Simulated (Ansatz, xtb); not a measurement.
Relative energy of two isomers of C4H7B3

We compare I, `BC1=C(B)C=CB1`, a singlet, with II, `BC1=CBC=C1B`, a singlet. Both are isolated molecules in the gas phase, relaxed with r2SCAN-D4/def2-SVP; the shapes shown needn't be the lowest conformers.

I (Å):

```json
{"atom": "C", "x (Å)": "-0.2412", "y (Å)": "0.0592", "z (Å)": "-0.8923"}
{"atom": "C", "x (Å)": "0.6584", "y (Å)": "-0.7074", "z (Å)": "-0.1908"}
{"atom": "C", "x (Å)": "1.6617", "y (Å)": "0.1959", "z (Å)": "0.4894"}
{"atom": "C", "x (Å)": "1.4636", "y (Å)": "1.5222", "z (Å)": "0.2679"}
{"atom": "B", "x (Å)": "-1.4506", "y (Å)": "-0.0889", "z (Å)": "-1.7678"}
{"atom": "B", "x (Å)": "0.6167", "y (Å)": "-2.2398", "z (Å)": "-0.1340"}
{"atom": "B", "x (Å)": "0.2241", "y (Å)": "1.6363", "z (Å)": "-0.6441"}
{"atom": "H", "x (Å)": "-2.5672", "y (Å)": "-0.0150", "z (Å)": "-1.3010"}
{"atom": "H", "x (Å)": "-1.3431", "y (Å)": "-0.1132", "z (Å)": "-2.9753"}
{"atom": "H", "x (Å)": "-0.2536", "y (Å)": "-2.8270", "z (Å)": "-0.7363"}
{"atom": "H", "x (Å)": "1.4344", "y (Å)": "-2.8697", "z (Å)": "0.4984"}
{"atom": "H", "x (Å)": "2.4669", "y (Å)": "-0.2312", "z (Å)": "1.1020"}
{"atom": "H", "x (Å)": "2.1002", "y (Å)": "2.3043", "z (Å)": "0.6873"}
{"atom": "H", "x (Å)": "-0.3173", "y (Å)": "2.6136", "z (Å)": "-1.0962"}
```

II (Å):

```xyz
14

C     0.6622    0.3064   -1.0790
C     1.0857    1.4566   -0.4756
C    -0.1397    0.0213    1.1512
C    -0.0650   -0.5923   -0.0676
B     0.6971    0.0795   -2.6046
B     0.6151    1.4092    1.0381
B    -0.4279   -2.0739   -0.2953
H    -0.1868   -0.5545   -3.1389
H     1.5632    0.5775   -3.2838
H     1.6280    2.2350   -1.0216
H     0.7987    2.2306    1.9010
H    -0.6217   -0.4510    2.0130
H    -1.3196   -2.5970    0.3297
H     0.2289   -2.7411   -1.0648
```

Quicker runs give these differences E(II) − E(I): GFN2-xTB +16.25 kJ/mol; HF/STO-3G +0.27 kJ/mol (at GFN2-xTB geometries); r2SCAN-D4/def2-SVP//GFN2-xTB +17.34 kJ/mol.

Estimate E(II) − E(I) at the level CCSD(T)/def2-SVP + ΔMP2/def2-TZVPP.

Too close to call at this level: CCSD(T)/def2-SVP + ΔMP2/def2-TZVPP gives E(II) − E(I) = −0.85 kJ/mol.

Level by level:

```csv
level,geometry,E(II) − E(I) (kJ/mol),departure from the last row (kJ/mol),"job, with rough time for the two"
GFN2-xTB,GFN2-xTB,+16.25,+17.10,"optimisation, 0.6 s"
HF/STO-3G,GFN2-xTB,+0.27,+1.12,"single point, 0.86 s"
r2SCAN-D4/def2-SVP//GFN2-xTB,GFN2-xTB,+17.34,+18.19,"single point, 5.4 s"
r2SCAN-D4/def2-SVP,r2SCAN-D4/def2-SVP,+12.81,+13.67,"optimisation, 1.7 min"
HF/def2-SVP,r2SCAN-D4/def2-SVP,−1.97,−1.12,part of the CCSD(T) run
MP2/def2-SVP,r2SCAN-D4/def2-SVP,−3.11,−2.25,part of the CCSD(T) run
CCSD(T)/def2-SVP,r2SCAN-D4/def2-SVP,−2.30,−1.45,single point
CCSD(T)/def2-SVP + ΔMP2/def2-TZVPP,r2SCAN-D4/def2-SVP,−0.85,,"single point, 78 s"
```

As drawn, both hold the same kinds of bond in the same numbers.

The largest departure from CCSD(T)/def2-SVP + ΔMP2/def2-TZVPP is that of r2SCAN-D4/def2-SVP//GFN2-xTB, 18.19 kJ/mol. The last row adds to CCSD(T) the change of the MP2 difference between the two basis sets, here +1.45 kJ/mol.

With thermal terms from frequencies at re-optimised GFN2-xTB minima (ideal gas, soft modes damped towards free rotors, one conformer each, 298.15 K, 1 atm): the zero-point term adds −0.05 kJ/mol; ΔH is −0.59 and ΔG −0.47 kJ/mol.

The correlated steps freeze 7 core orbitals. Run with Ansatz 0.2.0, xtb 6.7.1; the last row on 2 threads of Intel(R) Xeon(R) Platinum 8259CL CPU @ 2.50GHz (Skylake/Cascade Lake) on a shared host.
